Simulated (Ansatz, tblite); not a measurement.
Removing and adding an electron: ZnI₂. The state is a singlet with charge 0. Geometry: r2SCAN-D4/def2-TZVP. Ansatz, gas phase; energy differences of separate SCF runs; the oxidised species was run as a doublet alone; the reduced species was run as a doublet alone.

```csv
atom,x (Å),y (Å),z (Å)
Zn1,0.000,0.000,0.000
I2,2.365,0.428,-0.126
I3,-2.365,-0.428,0.126
```

In the def2 sets I takes a core potential; there is no spin–orbit coupling. The xTB rows come from tblite. HOMO above LUMO, or a gap near zero within one spin, warns that the state may not be the lowest or that an electron is smeared out.

| level | −HOMO (eV) | vertical IE (eV) | −LUMO (eV) | vertical EA (eV) | HOMO–LUMO gap (eV) | IE − EA (eV) | remarks |
| --- | --- | --- | --- | --- | --- | --- | --- |
| GFN1-xTB | 10.80 | 14.29 | 5.69 | 2.78 | 5.11 | 11.52 | – |
| GFN2-xTB | 12.13 | 15.25 | 6.52 | 2.93 | 5.61 | 12.32 | – |
| PBE-D4/def2-TZVP | 6.72 | 9.30 | 2.68 | – | 4.04 | – | gap within one spin near zero (+1 doublet) |
| PBE-D4/def2-TZVPD | 6.74 | – | 2.70 | 0.48 | 4.04 | – | HOMO above zero (-1 doublet) |
| r2SCAN-D4/def2-TZVP | 7.02 | 9.50 | 2.42 | – | 4.60 | – | – |
| r2SCAN-D4/def2-TZVPD | 7.03 | – | 2.43 | 0.38 | 4.59 | – | HOMO above zero (-1 doublet) |
| PBE0-D4/def2-TZVP | 7.84 | 9.67 | 1.85 | – | 5.99 | – | – |
| PBE0-D4/def2-TZVPD | 7.85 | – | 1.88 | 0.35 | 5.97 | – | HOMO above zero (-1 doublet) |

   A HOMO above zero means that the electron is unbound at that level or that self-interaction error raises the level; the energy of removing that electron tells which. Raw xTB energy differences between charge states are shifted by several eV; the methods need an empirical correction for them.
